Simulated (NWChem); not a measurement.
**Atomisation of C5H5F**

```xyz
11

C      2.4363     0.0079     1.0161
C      1.4858    -0.3468     0.3355
C      0.3465    -0.7741    -0.4790
C     -0.9027     0.0463    -0.2633
C     -2.1028    -0.3972     0.1367
F     -0.7102     1.3521    -0.5404
H      3.2755     0.3247     1.6191
H      0.6269    -0.7071    -1.5559
H      0.1120    -1.8408    -0.2817
H     -2.9488     0.2972     0.2368
H     -2.2520    -1.4595     0.3691
```
Charge 0, spin multiplicity 1.

All runs are NWChem calculations. The geometry was optimised at PBE/def2-SVP, a minimum by its harmonic frequencies. It is one conformer; others weren't searched.

Basis set: def2-SVP. The atomisation energy is electronic alone: no zero-point, thermal, spin-orbit or counterpoise terms. No value is extrapolated to the basis-set limit. Free atoms are single determinants with multiplicities C 3, F 2, H 2. Correlated methods freeze the same cores in atoms and molecule, 6 orbitals in all.

Costs are rough ratios of processor time within this set of runs, SCF included, with HF as 1. Costs are the molecule's.

B3LYP has NWChem's definition, with VWN1-RPA local correlation. GW and range-separated runs recompute their integrals, the others keep them in memory, which bears on the times. The structure started from a generated list of species. No SCF solution was tested for a lower state. Open-shell Hartree-Fock references start from PBE0 orbitals; any time given for them includes that run.

| method | atomisation energy (kcal/mol) | relative cost |
|---|---|---|
| MP2 | … | under 3 |
| HF | 854.4 | 1 |
| B3LYP | … | under 3 |
| r2SCAN | 1169.7 | 4 |
| PBE0 | 1177.6 | under 3 |
| CAM-B3LYP | 1167.3 | 9 |
| LDA (SVWN5) | 1356.7 | under 3 |
| BP86 | 1205.0 | under 3 |
| PBE | … | under 3 |

Question: Fill in the missing entries.

Answer: 
- MP2, atomisation energy (kcal/mol): 1134.9
- B3LYP, atomisation energy (kcal/mol): 1159.9
- PBE, atomisation energy (kcal/mol): 1207.4
